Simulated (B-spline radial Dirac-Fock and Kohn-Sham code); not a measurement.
## Anomalous scattering factors of Ce, 541 eV to 4.806 keV

Method: the dispersion relation over Dirac-Hartree-Slater subshell photoionisation cross sections, with the Kissel-Pratt high-energy constant (isolated atom, no bound-bound lines or fine structure). Computed with a radial atomic solver. The forward scattering factor is f₀ + f′ + i f″.

Input file task.json (cfg lists n, l and occupation; rrms is the nuclear radius in fm):

```json
{"items": [{
  "Z": 58,
  "q": 0,
  "cfg": [[1, 0, 2], [2, 0, 2], [2, 1, 6], [3, 0, 2], [3, 1, 6], [3, 2, 10], [4, 0, 2], [4, 1, 6], [4, 2, 10], [4, 3, 1], [5, 0, 2], [5, 1, 6], [5, 2, 1], [6, 0, 2]],
  "A": 140,
  "rrms": 4.8771,
  "do": "dispersion",
  "hv": [541.0, 849.2, 870.8, 874.1, 890.2, 1000.0, 1028.0, 1253.6, 1486.9, 1489.0, 1648.0, 2000.0, 2446.0, 2629.0, 2984.4, 3561.0, 3625.0, 3792.0, 4000.0, 4510.9, 4806.0, 5229.0, 5414.7, 5813.0, 6000.0, 6403.9, 6930.3, 7758.0, 7965.0, 8047.8, 9251.7, 10280.0, 12000.0, 13140.0, 13340.0, 14880.0, 15000.0, 17479.3, 17970.0, 22162.9, 24209.8, 30000.0, 40000.0, 43580.0],
  "edges": {"K": 40443.0, "L1": 6548.0, "L2": 6164.0, "L3": 5723.0, "M1": 1436.0, "M2": 1274.0, "M3": 1187.0, "M4": 902.4, "M5": 883.8, "N1": 291.0, "N2": 223.2, "N3": 206.5, "N4": 109.0, "N5": 109.0}
}]}
```

Run with: `python xray2_run.py task.json out`

Edges near this range: L2 6164.0 eV, L3 5723.0 eV, M1 1436.0 eV, M2 1274.0 eV, M3 1187.0 eV, M4 902.4 eV, M5 883.8 eV.

| hν (eV) | λ (Å) | f′ (e) | f″ (e) | tabulated f′ | tabulated f″ |
| --- | --- | --- | --- | --- | --- |
| 541 | 22.92 | -31.572 | 8.136 | – | 8.28 |
| 849.2 | 14.60 | -41.940 | 6.592 | – | 6.52 |
| 870.8 | 14.24 | -46.866 | 6.478 | – | 6.60 |
| 874.1 | 14.18 | -48.085 | 6.461 | – | 6.68 |
| 890.2 | 13.93 | -59.484 | 13.912 | – | 25.82 |
| 1000 | 12.40 | -30.640 | 31.209 | -31.68 | 32.59 |
| 1028 | 12.06 | -28.221 | 30.202 | -29.06 | 31.21 |
| 1253.6 | 9.890 | -19.848 | 27.518 | -19.90 | 27.15 |
| 1486.9 | 8.338 | -12.512 | 25.075 | -12.18 | 24.52 |
| 1489 | 8.327 | -12.454 | 25.032 | -12.13 | 24.48 |
| 1648 | 7.523 | -9.446 | 22.111 | -9.17 | 21.59 |
| 2000 | 6.199 | -6.345 | 17.207 | -6.16 | 16.66 |
| 2446 | 5.069 | -4.922 | 13.060 | -4.81 | 12.63 |
| 2629 | 4.716 | -4.692 | 11.792 | -4.61 | 11.44 |
| 2984.4 | 4.154 | -4.549 | 9.819 | -4.52 | 9.61 |
| 3561 | 3.482 | -4.807 | 7.559 | -4.79 | 7.29 |
| 3625 | 3.420 | -4.860 | 7.360 | -4.83 | 7.08 |
| 3792 | 3.270 | -5.019 | 6.876 | -5.03 | 6.58 |
| 4000 | 3.100 | -5.257 | 6.340 | -5.28 | 6.03 |
| 4510.9 | 2.749 | ? | ? | ? | ? |
| 4806 | 2.580 | -6.703 | 4.774 | -6.78 | 4.51 |

Task: What are f′ and f″ at 4510.9 eV?

Result: f′ = -6.050 and f″ = 5.270 electrons (tables: -6.11 and 4.98). By the optical theorem f″ corresponds to a photoabsorption cross section 2 rₑ λ f″ = 81600 b.

Tabulated f′: xraylib 4.2 anomalous scattering factors (Cullen et al., EPDL97); f″: Chantler's tables (J. Phys. Chem. Ref. Data 1995 and 2000). Both are theoretical tables.
